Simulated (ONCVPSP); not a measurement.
## Varying the ONCV potential for lanthanum (La)

Base potential:

| Item | Value |
| --- | --- |
| Element | lanthanum |
| Generator | ONCVPSP 4.0.1 |
| Type | optimised norm-conserving Vanderbilt (ONCV) |
| Functional | LDA (Perdew-Zunger) |
| Relativity | scalar-relativistic |
| Frozen core | [Kr] 4d10 |
| Valence charge | 11 |
| Reference configuration | 5s2 5p6 5d1 (charge +2) |
| Partial waves | 5s: rc 1.70 bohr, ncon 4, nbas 8, qcut 4 1/bohr, 2 projectors, debl 1.9 Ha; 5p: rc 2.55 bohr, ncon 4, nbas 8, qcut 4.8 1/bohr, 3 projectors, debl 3.6 Ha; 5d: rc 3.30 bohr, ncon 4, nbas 8, qcut 4.9 1/bohr, 2 projectors, debl 2.7 Ha; f scattering state at 0.03 Ha: rc 2.85 bohr, ncon 4, nbas 7, qcut 3.9 1/bohr, 1 projector |
| Local potential | polynomial inside 1.30 bohr (lpopt 5, dvloc0 0 Ha) |
| Core correction | Teter function, fcfact 6, rcfact 1.3 |

In the s channel the program set the typed energies aside and used -1.902, 0.250 Ha. In the f channel the program set the typed energies aside and used -0.636 Ha.

All-electron outer shells of the reference configuration (LDA (Perdew-Zunger), scalar-relativistic, ld1.x):

```tsv
shell	level (eV)	outermost node (bohr)	outermost maximum (bohr)
5p	-35.08	0.83	1.58
5d	-14.87	0.95	2.16
```

Cutoffs, loose and tight: the cutoffs (Ha) at which the residual kinetic energy of the hardest occupied pseudo-wave falls to 1 and 0.1 mHa per electron. They do not see the model core or the augmentation charge, which bear on the density cutoff. Test errors are all-electron minus pseudo excitation energies from the reference, over the configurations 5s2 5p6 5d1 6s2; 5s2 5p6 5d1 6s1; 5s2 5p6 5d0; 5s2 5p6 5d2 6s1. A dash means not determined; rows that change the core or the reference have their own tests.

1 further variants are left out, since the program set their typed debl aside.

A true bound ghost makes a file unfit for plane-wave use even where its test errors are small: the radial tests pick states by their node count and pass the ghost by.

| change | outcome | cutoff, loose | cutoff, tight | bound ghosts | GHOST(+) flags above zero | largest test error (meV) |
| --- | --- | --- | --- | --- | --- | --- |
| base | generated, projector energies reset by the program | 49 Ha | 61 Ha | s | p | -0.6 |
| local potential polynomial inside 1.45 bohr (lpopt 5, dvloc0 0 Ha) | generated, projector energies reset by the program | 49 Ha | 61 Ha | none | s, p | +2.8 |
| d: ncon 5, nbas 9 | generated, projector energies reset by the program | 49 Ha | 61 Ha | s | p | +1.1 |
| core correction Teter function, fcfact 4.75, rcfact 1.45 | generated, projector energies reset by the program | 49 Ha | 61 Ha | s | p | -3.0 |
| all radii but the core radius scaled by about 0.94 (s 1.60, p 2.40, d 3.10, f 2.68 bohr); local potential polynomial inside 1.22 bohr (lpopt 5, dvloc0 0 Ha) | generated, projector energies reset by the program | 56 Ha | 68 Ha | s | p, f | +1.5 |
| functional LDA (Perdew-Wang 92) | generated, projector energies reset by the program | 49 Ha | 61 Ha | s | p | -0.6 |
| core correction Teter function, fcfact 6, rcfact 1.9 | generated, projector energies reset by the program | 49 Ha | 61 Ha | s | p | -65 |
| reference 5s2 5p6 5d1 6s0.5; wave 5s: rc 1.70 bohr, ncon 4, nbas 8, qcut 4 1/bohr, 2 projectors, debl 1.9 Ha becomes 5s+6s: rc 1.70 bohr, ncon 4, nbas 8, qcut 4 1/bohr, 2 projectors | generated, projector energies reset by the program | 49 Ha | 61 Ha | s | p | -3.1 |
| f: nproj 3 | generated, projector energies reset by the program | 49 Ha | 61 Ha | f, s | p | -0.6 |
| p: rc 2.54 | generated, projector energies reset by the program | 49 Ha | 61 Ha | s | p | -0.6 |
| p: qcut 5.3 | generated, projector energies reset by the program | 49 Ha | 61 Ha | s | p | -0.6 |
